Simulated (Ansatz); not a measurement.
The input (input.yaml):

```yaml
crystal:
  periodic: [false, false, false]
  atoms:
    - { symbol: Al, position_ang: [0.002143, 0.677835, -0.535278] }
    - { symbol: H, position_ang: [0.101697, 0.19816, 2.181813] }
    - { symbol: "N", position_ang: [1.567478, -0.059456, -0.918655] }
    - { symbol: H, position_ang: [1.713334, -0.873563, -1.49803] }
    - { symbol: H, position_ang: [2.453266, 0.334329, -0.630136] }
    - { symbol: "N", position_ang: [-1.568632, -0.003911, -0.999436] }
    - { symbol: H, position_ang: [-1.748998, -0.926176, -1.37056] }
    - { symbol: H, position_ang: [-2.428252, 0.530414, -0.933154] }
    - { symbol: F, position_ang: [-0.006383, 2.158707, 0.251141] }
    - { symbol: H, position_ang: [0.051347, 0.861861, 1.934295] }
basis:
  gaussian: { orbitals: "6-31G*" }
hamiltonian:
  xc: pbe0
relax:
  f_tol: 0.03
  max_steps: 50
```

Run as:

```bash
$ ansatz run input.yaml --threads 1 --pin off --max-ram 2048MiB --backend cpu --events-out ev --progress --plain --runs-dir out
```

Hardware: 1 thread of Intel(R) Xeon(R) 6975P-C (Granite Rapids) (shared host).

Roughly how long does this run take, and how much memory?

22 s, with a peak of 0.17 GiB, for 12 ionic steps.
